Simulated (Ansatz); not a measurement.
`O=C/N=C\[SiH3]` + H₂ → `C=NC=O` + SiH₄  (hydrogenolysis of a C–Si bond)

Calculated with Ansatz (gas phase, PBE0-D4/def2-TZVP geometries, no zero-point term in ΔE). CBS: MP2 limit from def2 TZ/QZ plus the TZ coupled-cluster correction, frozen cores. This one scheme is used for every species. Functionals use def2-TZVPP. One conformer a species, not always the lowest.

`O=C/N=C\[SiH3]`:

Z-matrix (Å, degrees):
```
Si
C 1 1.907
H 1 1.486 2 106.1
H 1 1.482 2 108.9 3 -117.2
H 1 1.481 2 110.9 3 119.6
N 2 1.269 1 127.4 3 -148.9
H 2 1.096 1 117.3 3 32.0
C 6 1.390 2 120.9 1 -4.5
O 8 1.203 6 124.3 2 -53.8
H 8 1.104 6 112.7 2 130.8
```

H₂:

```xyz
2

H     0.027    0.107   -0.356
H    -0.027   -0.107    0.356
```

`C=NC=O`:

```xyz
7

C    -0.715   -0.791    0.433
N    -0.017   -0.427   -0.549
C     0.726    0.747   -0.518
O     1.673    0.938    0.192
H    -0.821   -0.193    1.344
H    -1.243   -1.743    0.388
H     0.397    1.468   -1.290
```

SiH₄:

```xyz
5

Si    0.000    0.000    0.000
H    -0.872   -0.512   -1.087
H    -0.501   -0.490    1.309
H    -0.015    1.485   -0.011
H     1.388   -0.483   -0.211
```

(1) Is it downhill or uphill in electronic energy at CCSD(T)/CBS, and by how much? (Estimate.)

(2) What do these levels give: PBE0-D4, ωB97X-V, BLYP, r2SCANh, BHLYP, CAM-B3LYP? (Estimate.)

(3) What do rigid-rotor, harmonic-oscillator terms from PBE0-D4/def2-TZVP frequencies (298.15 K, 1 bar) make of the CCSD(T)/CBS value? (Estimate.)

Largest T1 diagnostic among the species: 0.017.

Results:

(1) The calculation gave: Downhill: ΔE = -31.0 kJ/mol.

(2) Ansatz gave: PBE0-D4 -32.9, ωB97X-V -35.4, BLYP -42.1, r2SCANh -32.8, BHLYP -49.1, CAM-B3LYP -44.5 kJ/mol.

(3) Ansatz gave: ΔZPE = +15.0 kJ/mol, ΔH = -19.8 kJ/mol, ΔS = 17 J/(mol·K), ΔG = -24.8 kJ/mol. Modes under 50 cm⁻¹ make the entropy rough.

From r2SCAN to r2SCAN0 (25 % exact exchange), in def2-TZVPP and without D4, ΔE moves by −5.3 kJ/mol. At CCSD(T), def2-SVP lies −14.2 kJ/mol from the extrapolated value and def2-TZVPP −4.0 kJ/mol. Leaving LDA and LC-ωPBE aside and taking each functional with its dispersion term where it has one, the values, not all of them listed here, spread over 17.2 kJ/mol, from B2PLYP to revPBE-D4. LDA lies +7.4 kJ/mol from PBE without D4.
